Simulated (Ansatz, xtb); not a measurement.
## Ligand exchange: C2H7Al + H2S → C2H7AlS + H2

Species: C2H7Al `C[CH2][AlH2]`, singlet; H2S (hydrogen sulfide) `S`, singlet; C2H7AlS `C[CH2][AlH][SH]`, singlet; H2 (hydrogen), singlet. The partners trade H for SH: Al–H and H–SH bonds give way to Al–SH and H–H.

Shapes, held fixed at every level: PBE0-D4/def2-TZVP. Flexible molecules stand in one conformer, not always the lowest. Programs: Ansatz 0.2.0, xtb 6.7.1. The zero-point and thermal change to 298 K, harmonic and unscaled (PBE0-D4/def2-TZVP), is -1.0 kJ/mol.

Question: Estimate ΔH(298 K) of this reaction.

Answer: The highest level, CCSD(T)/CBS estimate, gives ΔH(298 K) = -111.8 kJ/mol; the levels span -117.0 to -72.0. The column of differences is taken from that level and isn't an error. No measured value is set beside it here. The CBS estimate extrapolates MP2 from def2-TZVPP and def2-QZVPP and adds CCSD(T) − MP2 in the triple-zeta set, cores frozen; for H2 it overshoots the exact energy by about 1 mEh. Times are processor times on shared x86 and Arm servers, and rough.

```
                level                   kind  ΔH(298 K) (kJ/mol)  less CCSD(T)/CBS estimate  CPU time (sum over the molecules)
             GFN1-xTB         semi-empirical               -72.0                      +39.8                             0.12 s
  BHLYP-D4/def2-TZVPP          global hybrid              -105.5                       +6.3                            2.8 min
   PBE0-D4/def2-TZVPP          global hybrid              -111.1                       +0.7                               21 s
r2SCAN0-D4/def2-TZVPP          global hybrid              -114.2                       -2.4                               34 s
    B2PLYP/def2-TZVPP          double hybrid              -105.6                       +6.2                               55 s
         MP2/def2-SVP    perturbation theory              -106.1                       +5.7                                  –
       MP2/def2-TZVPP    perturbation theory              -117.0                       -5.2                                  –
     CCSD(T)/def2-SVP  coupled cluster or CI               -97.9                      +13.9                               18 s
 CCSD(T)/CBS estimate  coupled cluster or CI              -111.8                        0.0                             11 min
```
